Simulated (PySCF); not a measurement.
A PySCF script (with the pyscf-properties extension) for the NMR shieldings of `InChI=1S/C4H7BF2O2/c1-4(5(6)7)2-8-3-9-4/h2-3H2,1H3/t4-/m0/s1`, on a GFN2-xTB geometry:

```python
import basis_set_exchange as bse
import numpy as np
from pyscf import gto, dft
from pyscf.prop import nmr

atoms = """
C     1.013326    1.393955   -0.482209
C     0.377740    0.004075   -0.339043
B     1.447444   -1.188642   -0.363988
F     1.149080   -2.405464   -0.748680
F     2.684375   -1.040189    0.058101
C    -0.510768   -0.056453    0.944252
O    -1.795610    0.253974    0.468710
C    -1.852636   -0.334369   -0.792468
O    -0.595140   -0.158662   -1.389291
H     1.794704    1.522945    0.261286
H     0.251376    2.158991   -0.354742
H     1.445860    1.492735   -1.473937
H    -0.225417    0.681382    1.691389
H    -0.495889   -1.063956    1.384976
H    -2.617453    0.164989   -1.392522
H    -2.078590   -1.416367   -0.711808
"""
names = dict.fromkeys(["C", "B", "F", "O", "H"], "pcSseg-1")
basis = {el: gto.basis.parse(bse.get_basis(n, elements=[el], fmt="nwchem")) for el, n in names.items()}
mol = gto.M(atom=atoms, basis=basis, charge=0, verbose=0)
mf = dft.RKS(mol, xc="PBE0")
mf.grids.level = 2
mf.grids.alignment = dft.numint.BLKSIZE   # the property module wants whole blocks of grid points
mf.conv_tol = 1e-9
mf.kernel()

calc = nmr.RKS(mf)   # GIAO
C = mf.mo_coeff
Co = C[:, mf.mo_occ > 0]
resp = mf.gen_response(singlet=True, hermi=2)
def vind(x):   # induced exchange potential for any number of trial vectors
    d = np.einsum("pi,xij,qj->xpq", C, 2 * x.reshape(-1, C.shape[1], Co.shape[1]), Co, optimize=True)
    return np.einsum("xpq,pi,qj->xij", resp(d - d.transpose(0, 2, 1)), C, Co, optimize=True).ravel()
mo1, _ = nmr.rhf.solve_mo1(calc, with_cphf=vind)
sigma = calc.kernel(mo1)
for i, s in enumerate(sigma):   # ppm
    w = np.linalg.eigvalsh((s + s.T) / 2)
    print("%2d %-2s iso %8.1f  s11 %8.1f  s22 %8.1f  s33 %8.1f" % (i, mol.atom_pure_symbol(i), w.mean(), *w))
```

Q: What does it print?

A: 
```
 0 C  iso    161.2  s11    143.5  s22    155.5  s33    184.5
 1 C  iso    114.1  s11     84.1  s22     98.0  s33    160.1
 2 B  iso     73.4  s11     50.3  s22     82.5  s33     87.4
 3 F  iso    247.2  s11     75.8  s22    290.4  s33    375.4
 4 F  iso    243.7  s11     65.7  s22    288.7  s33    376.7
 5 C  iso    111.0  s11     77.0  s22    105.4  s33    150.6
 6 O  iso    254.9  s11    162.9  s22    273.1  s33    328.8
 7 C  iso     84.9  s11     44.5  s22     93.9  s33    116.4
 8 O  iso    236.1  s11    134.8  s22    265.8  s33    307.7
 9 H  iso     30.6  s11     26.6  s22     28.1  s33     37.1
10 H  iso     30.4  s11     26.0  s22     29.6  s33     35.5
11 H  iso     30.3  s11     26.3  s22     27.9  s33     36.7
12 H  iso     27.9  s11     24.4  s22     27.0  s33     32.4
13 H  iso     28.0  s11     22.7  s22     28.1  s33     33.1
14 H  iso     26.0  s11     21.8  s22     24.5  s33     31.8
15 H  iso     26.6  s11     21.3  s22     25.4  s33     33.1
```

These numbers come from an equivalent density-fitted implementation of the same equations, which agrees with the script to about 0.01 ppm for H and up to a few tenths of a ppm for heavy atoms, so last digits may differ.

Size and cost of the density-fitted run: 188 basis functions, 56 s wall time on 1 thread of an Arm Neoverse N1, shared host; peak memory 0.84 GiB.
